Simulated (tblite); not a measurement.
Compound: C4H6F3O2P.
Geometry (GFN2-xTB, Å), atoms numbered from 1 in this order:
```xyz
16
C4H6F3O2P angstrom
O     -1.5204   -1.9628   -0.1777
P     -0.8970   -0.6570    0.0085
O     -1.0804   -0.0662    1.4813
C      0.8454   -0.4280   -0.4027
C      1.5727    0.7452    0.1850
C      1.8526   -0.6257    0.6953
C     -1.7652    0.6774   -1.0175
F     -1.5848    0.4762   -2.3257
F     -1.3424    1.9186   -0.7531
F     -3.0789    0.6489   -0.7749
H     -1.6943   -0.6164    1.9763
H      1.0913   -0.7633   -1.4019
H      1.0114    1.4176    0.8155
H      2.3112    1.2333   -0.4322
H      2.7870   -1.0999    0.4369
H      1.4844   -0.8890    1.6757
```

Calculated harmonic vibrations of the isolated species, GFN2-xTB (tblite), most abundant isotopes, no scaling. This tight-binding method is rough: wavenumbers can miss measured ones by several per cent, in bad cases by 10 to 20. One conformer, not necessarily the lowest.

Harmonic wavenumbers (cm⁻¹): 27.9, 44.9, 85.5, 122.7, 159.6, 180.8, 232.6, 270.6, 285.6, 299.4, 361.3, 390.3, 471.6, 474.8, 498.9, 660.4, 699.1, 797.6, 833.4, 842.1, 885.1, 969.0, 988.5, 1020.6, 1066.7, 1068.3, 1074.4, 1080.5, 1086.5, 1125.0, 1143.8, 1201.3, 1296.3, 1336.5, 1425.9, 1476.2, 3047.4, 3089.9, 3096.4, 3099.9, 3116.5, 3534.3.

A = 1733, B = 962.3, C = 830.7 MHz; mass 174.006 u (most abundant isotopes); point group C1, symmetry number 1.

**Question.** What is the zero-point energy?

**Answer.** Half the sum of the wavenumbers: 22484 cm⁻¹ = 64.28 kcal/mol.

**Question.** What is S at 350 K and 1 bar for an ideal gas of classical rigid rotors and harmonic oscillators?

**Answer.** Translation 42.19, rotation 30.31, vibration 41.26: S = 113.8 cal/(mol K).

**Question.** And Cp and H(350 K) − H(0)?

**Answer.** Cp = 45.99 cal/(mol K), of which vibrations give 38.04 (their classical limit is 42 R = 83.5); H(350 K) − H(0) = 9.95 kcal/mol without the zero-point energy, 7.17 from vibrations.

**Question.** Blend soft modes into free rotors: weight 1/[1 + (100 cm⁻¹/ν̃)⁴] for the oscillator and the rest for a rotor with moment μB/(μ + B), μ = h/(8π²ν), B = 10⁻⁴⁴ kg m². What vibrational entropy results?

**Answer.** 36.99 cal/(mol K) in place of 41.26, which changes −T·S at 350 K by +1.50 kcal/mol.

**Question.** How do the functions run with temperature in this model?

**Answer.** 
| T (K) | S (cal/(mol K)) | Cp (cal/(mol K)) | H − H(0) (kcal/mol) | G − H(0) (kcal/mol) | ln q(vib) |
| --- | --- | --- | --- | --- | --- |
| 50 | 62.2 | 14.5 | 0.55 | -2.56 | 1.05 |
| 100 | 74.3 | 21.0 | 1.44 | -5.99 | 2.66 |
| 298.15 | 106.8 | 41.3 | 7.69 | -24.15 | 8.91 |
| 373.15 | 116.8 | 47.9 | 11.04 | -32.53 | 11.14 |
| 500 | 132.1 | 56.9 | 17.72 | -48.34 | 14.74 |
| 750 | 157.5 | 68.0 | 33.47 | -84.66 | 21.27 |
| 1000 | 178.0 | 74.4 | 51.33 | -126.69 | 27.07 |

q(vib) and H(0) count from the zero-point level.

**Question.** What must be added to the electronic energy to get the Gibbs energy at 350 K and 1 bar?

**Answer.** ZPE + [H(350 K) − H(0)] − T·S = 64.28 + 9.95 − 39.82 = 34.41 kcal/mol.

Hindered rotation and anharmonicity are outside this model. Other conformers, if any are populated, would add a mixing term that is left out. The structure is chiral; the term R ln 2 for an equal mix with its mirror image is left out.
